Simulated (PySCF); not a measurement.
How methods differ on the electron affinity of Cs

Cs⁻ [Xe] 6s2 (1S) → Cs [Xe] 6s1 (2S), as a difference of total energies. All numbers are calculated (PySCF 2.14, scalar relativity by spin-free X2C-1e, in aug-cc-pVTZ-X2C). Correlated levels: valence: [Xe] frozen. The calculations carry no spin-orbit coupling.

```tsv
method	electron affinity (eV)
UHF	-0.068
MP2 (valence)	0.273
SCS-MP2 (valence)	0.341
CCSD (valence)	0.444
```

Errors of the correlated levels include the incompleteness of this basis and the frozen core.

A negative affinity means that the anion lies above the atom at that level of theory.

With two correlated electrons CCSD is exact in that space.

The coupled-cluster amplitudes are large for Cs⁻ (T1 above 0.03 or a double amplitude above 0.15), so a single reference is strained.

For comparison: 0.472 eV (measured; photodetachment measurements, as compiled on the Wikipedia data page of electron affinities).
